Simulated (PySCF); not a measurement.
Input for PySCF: R-B3LYP/6-311+G** on BH4P (SMILES BP), a point of a torsion scan.

```python
from pyscf import gto, scf, dft, mp
from pyscf.data.elements import chemcore

mol = gto.M(
    atom='''
    B    -0.87536446    0.00439271   -0.07335833
    P     0.93373897   -0.06331014   -0.48873626
    H    -1.53638538    0.90739164   -0.40665008
    H    -1.34480357   -0.88549166    0.52174492
    H     1.47308811   -0.12435078    0.77886381
    H     1.22350012    1.27588995   -0.67147939
    ''',
    basis='6-311+g**',
    charge=0, spin=0, verbose=3, max_memory=1800)
mf = dft.RKS(mol, xc='b3lyp')
mf.conv_tol = 1e-8
mf.max_cycle = 100
mf.kernel()
if not mf.converged:
    mf = mf.newton().run(mf.mo_coeff, mf.mo_occ)
```

The log:

```
converged SCF energy = -368.614283363223
```

The run converged.

Cost: about 5 core-seconds (a rough figure).
